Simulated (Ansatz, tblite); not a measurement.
Cost and result up the ladder for Mo(OH)4 (MoO₄H₄) (9 atoms). Charge 0, multiplicity 3. Geometry: r2SCAN-D4/def2-SVP.

```xyz
9

Mo    0.287   -0.191   -0.099
O     1.554    0.186    1.256
H     1.172    0.627    2.035
O     0.032   -2.026   -0.401
H    -0.696   -2.583   -0.093
O    -1.063    0.751    0.891
H    -1.618    1.282    0.296
O    -0.141    0.958   -1.568
H     0.473    0.997   -2.317
```

Ansatz on 4 threads of Intel Xeon Platinum 8259CL on a shared host; xTB runs through tblite on one thread. Times are rough, summed over both states, and most runs start from the orbitals of an earlier one. PBE0-D4/def2-TZVP serves as the yardstick here, not as an exact answer. Differences are given only for rows in sets of like size (and for xTB, whose basis is part of the method), since another set adds its own error. The other state is a doublet.

In the def2 sets Mo takes a core potential; there is no spin–orbit coupling. The xTB rows come from tblite. Correlated methods freeze 4 core orbitals; core or outer-core shells of Mo are correlated, in sets that lack core-valence functions. The rows differ in basis, and correlated rows in double-zeta sets carry the largest basis error.

Correlated methods converge slowly with the basis, most of all in double-zeta sets.

Raw xTB energies of ions are shifted by several eV, and xTB has no spin-polarisation term.

```tsv
level	functions	vertical IE (eV)	difference from PBE0-D4/def2-TZVP (eV)
r2SCAN-D4/def2-TZVP	188	7.75	-0.31
PBE-D4/def2-TZVP	188	7.46	-0.60
CCSD(T)/def2-SVP	107	7.63	–
GFN1-xTB	33	11.58	3.51
GFN2-xTB	29	11.55	3.49
PBE0-D4/def2-TZVP	188	8.06	0.00
```

(1) Estimate how long each takes.

Answers

(1) GFN2-xTB 0.015 s; GFN1-xTB 0.035 s; PBE-D4/def2-TZVP 7.5 s; r2SCAN-D4/def2-TZVP 12 s; PBE0-D4/def2-TZVP 15 s; CCSD(T)/def2-SVP 93 s. On shared hardware such times vary by a factor of up to 3.
